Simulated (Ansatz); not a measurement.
H4MoN2OS (SMILES [NH]=[Mo]([NH2])(=[O])[SH]) moved off its minimum; all values from Ansatz (a quantum-chemistry and plane-wave program), cores frozen in correlated methods. Elements past Kr take the def2 small-core potentials, without spin–orbit coupling.
(charge 0, multiplicity 1)
```xyz
9

Mo     0.29942     0.13979    -0.12796
O      1.65614    -0.06815     0.76881
N      0.31396    -0.68056    -1.70349
H      0.87966    -1.26735    -2.25179
N     -0.12807     1.98662    -0.43504
H      0.23047     2.71616     0.20423
H     -0.45586     2.39635    -1.28788
S     -1.53289    -0.98999     0.94072
H     -1.29927    -0.46595     2.18470
```

Forces at PBE/def2-TZVPP (eV/Å):

```csv
atom,Fx,Fy,Fz
Mo1,-3.319,-1.102,-2.114
O2,2.863,-0.223,1.821
N3,-1.052,1.531,1.470
H4,1.127,-1.190,-1.010
N5,0.569,0.898,1.010
H6,-0.259,-0.366,-0.398
H7,-0.265,0.239,-0.611
S8,0.365,0.324,0.125
H9,-0.028,-0.110,-0.292
```

Problem. Give the forces (eV/Å), the total energy and the dipole at CCSD(T)/def2-TZVPPD.

Solution. 
```csv
atom,Fx,Fy,Fz
Mo1,-3.266,-0.915,-1.873
O2,2.806,-0.274,1.726
N3,-0.829,1.289,1.222
H4,0.953,-1.040,-0.882
N5,0.581,1.209,0.895
H6,-0.357,-0.550,-0.572
H7,-0.174,0.145,-0.368
S8,0.360,0.356,0.443
H9,-0.074,-0.219,-0.590
```
Energy -652.4977 hartree, dipole 2.82 D.

Doubts at one or more of the structures used: a restricted determinant that unrestricted orbitals would lower (CCSD(T)/def2-TZVPPD).
